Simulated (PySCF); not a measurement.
# C2H5N2Si: g tensor and hyperfine couplings

Compound: C₂H₅N₂Si (doublet state).
Cartesian coordinates in Å at the GFN2-xTB level; atoms count from 1:
```
atom  x, y, z in Å
C1     2.3620   -0.7357   -0.5082
C2     1.3156   -0.2991   -0.1174
Si3   -0.3125    0.3830    0.4829
N4    -0.6521    1.7756   -0.3876
N5    -1.4657   -0.8657    0.0775
H6     3.2811   -1.1275   -0.8399
H7    -0.2752    0.3884    1.9517
H8    -0.6923    2.6982    0.0124
H9    -2.3904   -0.5782   -0.1970
H10   -1.1617   -1.6344   -0.4971
```

The hyperfine couplings belong to this conformer and change with its torsions.

Identity: `C#C[Si@@H]([NH])N` [radical].

Theory: UKS B3LYP, pcH-1 on C H N Si, non-relativistic, mean-field spin-orbit, GIAO in PySCF 2.14.0. Geometry: GFN2-xTB, one conformer, isolated molecule. The geometry wasn't refined by DFT: couplings that depend on bond lengths, twists or pyramidal angles can differ widely from those at the functional's own minimum. The SCF solution wasn't tested for stability.

| Property | Result |
| --- | --- |
| g1, g2, g3 | 2.00225, 2.00359, 2.01165 |
| g_iso | 2.00583 |
| Form of g | close to axial: the two nearest values differ by 14 % of g3 − g1 |
| ⟨S²⟩ | 0.7538 (exact 0.7500) |
| HOMO–LUMO gap, α and β orbitals | 7.11, 2.84 eV |
| Total energy | -478.15838 Eh |

Hyperfine couplings atom by atom, in MHz; T1 to T3 are the principal values of the dipolar part; ρ(0) is the spin density at the nucleus:

```
atom  isotope  a_iso  of which spin–orbit     T1     T2    T3  Mulliken spin population  ρ(0) (bohr⁻³)
  C1      13C    9.0                  0.0   -3.4   -1.1   4.5                      0.02         0.0080
  C2      13C   62.2                  0.0   -4.5   -3.1   7.6                      0.02         0.0554
 Si3     29Si   42.1                 -0.1   -1.3    0.1   1.2                     -0.01        -0.0474
  N4      14N   25.8                  0.2  -40.4  -39.5  79.9                      0.94         0.0793
  N5      14N   -0.1                  0.0   -3.5   -3.3   6.8                      0.06        -0.0004
  H6       1H   -0.2                  0.0   -1.7   -0.7   2.4                      0.00        -0.0001
  H7       1H    8.6                  0.0   -3.3   -2.9   6.3                      0.00         0.0019
  H8       1H  -55.3                  0.2  -50.4   -8.3  58.7                     -0.03        -0.0124
  H9       1H   -2.8                  0.0   -6.0   -0.7   6.7                      0.00        -0.0006
 H10       1H   -1.9                  0.0   -5.1   -0.9   6.0                      0.00        -0.0004
```

The largest Mulliken spin population is on N4 (+0.94).

Under fast tumbling the dipolar parts average out, and these isotropic splittings remain: 1 × 1H (H8, I = 1/2, 2 lines) with 1.97 mT, 1 × 14N (N4, I = 1, 3 lines) with 0.92 mT, 1 × 1H (H7, I = 1/2, 2 lines) with 0.31 mT and 2 × 1H (H9/H10, I = 1/2, 3 lines) with 0.08 mT.

Means are taken over nuclei equivalent by connectivity, which assumes that they swap fast.

The 13C coupling of C2 (62.2 MHz) shows only in satellite lines or after enrichment, since that isotope makes up about 1.07 % of natural carbon.

The 29Si coupling of Si3 (42.1 MHz) shows only in satellite lines or after enrichment, since that isotope makes up about 4.7 % of natural silicon.
